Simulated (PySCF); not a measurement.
Several orderings of computed values.

Each SMILES stands for a single optimised conformer of the isolated species, non-relativistic unless stated. Electronic properties by PySCF.

Dipoles, sizes and rotational constants follow the conformer. The torsions of the flexible species, by atom-mapped SMILES:
- `[PH2:1][Si:2]1([PH2:3])[CH2:4][CH2:5][C@@H:6]1[CH:7]([Cl:8])[Cl:9]`: C5–C6–C7–Cl8 -173°, H–P1–Si2–P3 33°, H–P1–Si2–P3 125°, H–P3–Si2–P1 -67°, H–P3–Si2–P1 -160°
- `[SiH3:1][CH2:2][Si@H:3]([SiH2:4][SiH3:5])[S:6][SiH3:7]`: Si1–C2–Si3–Si4 60°, C2–Si3–Si4–Si5 -169°, C2–Si3–S6–Si7 -51°
- `[OH:1][Si@:2]1([C:3]([F:4])([F:5])[F:6])[CH:7]=[CH:8][O:9]1`: O1–Si2–C3–F4 179°, H–O1–Si2–C3 -165°
- `[CH3:1][C:2]([CH3:3])([CH3:4])[CH:5][NH2:6]`: C1–C2–C5–N6 70°, H–N6–C5–C2 170°, H–N6–C5–C2 40°
- `[O:1]=[CH:2][O:3][CH:4][O-:5]`: O1–C2–O3–C4 0°, C2–O3–C4–O5 180°

The conformers of `CC[C@@H](OC)[Si@H](N)NC`, `CC[C@@H](CO)[Si@@H](N)NC` and `[SiH3]C[SiH2]OC(=S)CS` aren't listed.

Problem. Rank by HOMO–LUMO gap, lowest first (PBE0/pcSseg-1 at GFN2-xTB geometries).
A. `CN[Si@H](N)[C@@H](CC)CO`
B. `[SiH3]C[Si@H]([SiH2][SiH3])S[SiH3]`
C. `[SiH3]C[SiH2]OC(=S)CS`
D. `P[Si]1(P)CC[C@@H]1C(Cl)Cl`
E. `CC[C@@H](OC)[Si@H](N)NC`

Solution. C (4.97 eV), B (6.54 eV), D (6.96 eV), E (7.33 eV), A (7.56 eV).

Problem. Rank by HOMO energy, lowest first (PBE0/pcSseg-1 at GFN2-xTB geometries).
A. `P[Si]1(P)[C@@H](C(Cl)Cl)CC1`
B. `OC[C@H](CC)[Si@@H](N)NC`
C. `O([C@H](CC)[Si@@H](NC)N)C`
D. `[SiH3]C[SiH2]OC(=S)CS`

Solution. A (-7.19 eV), D (-6.83 eV), B (-6.56 eV), C (-6.34 eV).

Problem. Give the two extremes of that set in hartree.

Solution. `P[Si]1(P)CC[C@@H]1C(Cl)Cl`: -0.264 Eh; `CC[C@@H](OC)[Si@H](N)NC`: -0.233 Eh.

Problem. Rank by smallest rotational constant, lowest first (GFN2-xTB).
A. `P[Si]1(P)CC[C@@H]1C(Cl)Cl`
B. `C(=O)O[CH][O-]` [radical]
C. `[SiH3]C[Si@H]([SiH2][SiH3])S[SiH3]`
D. `O[Si@]1(C(F)(F)F)C=CO1`
E. `CC(C)(C)[CH]N` [radical]

Solution. C (0.372 GHz), A (0.544 GHz), D (0.989 GHz), E (2.570 GHz), B (2.696 GHz).
